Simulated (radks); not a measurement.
The numbers below are computed, except where a source is named.
How relativity changes the ionisation of neutral aluminium ([Ne] 3s2 3p1) to Al+ ([Ne] 3s2). Spin-unpolarised spherical Kohn-Sham, PBE, point nucleus unless stated (finite: rms radius 3.061 fm), a radial shooting solver on a logarithmic mesh with Libxc functionals. A level marked "c x" has the speed of light scaled by that factor and shares open shells by 2j + 1; other Dirac levels either fill j = l - 1/2 first or share by 2j + 1.

level	E(Al) (hartree)	E(Al+) (hartree)	IE (eV)	HOMO	<r> HOMO (bohr)
non-rel.	-242.22496	-242.01288	5.771	3p	3.445
scalar-rel.	-242.68469	-242.47297	5.761	3p	3.448
scalar-rel., finite nucleus	-242.68455	-242.47283	5.761	3p	3.448
Dirac, 2j+1 shares	-242.68491	-242.47319	5.761	3p3/2	3.451
Dirac, low j first	-242.68531	-242.47319	5.772	3p1/2	3.443
Dirac, 2j+1 shares, finite nucleus	-242.68477	-242.47305	5.761	3p3/2	3.451
Dirac, c x 0.75	-243.04551	-242.83407	5.753	3p3/2	3.456
Dirac, c x 0.85	-242.86266	-242.65108	5.757	3p3/2	3.453
Dirac, c x 2	-242.33957	-242.12757	5.769	3p3/2	3.447

NIST Atomic Spectra Database: 5.986 eV (measured). The relativistic part of the total energy of Al is -0.4598 hartree (Dirac, 2j+1 shares, finite nucleus), 0.19 % of the non-relativistic value. Spin polarisation and multiplet splitting of open shells are left out at every level.

Beside tabulated values, note that spin-unpolarised runs miss the spin-polarisation part of the exchange energy of open shells.
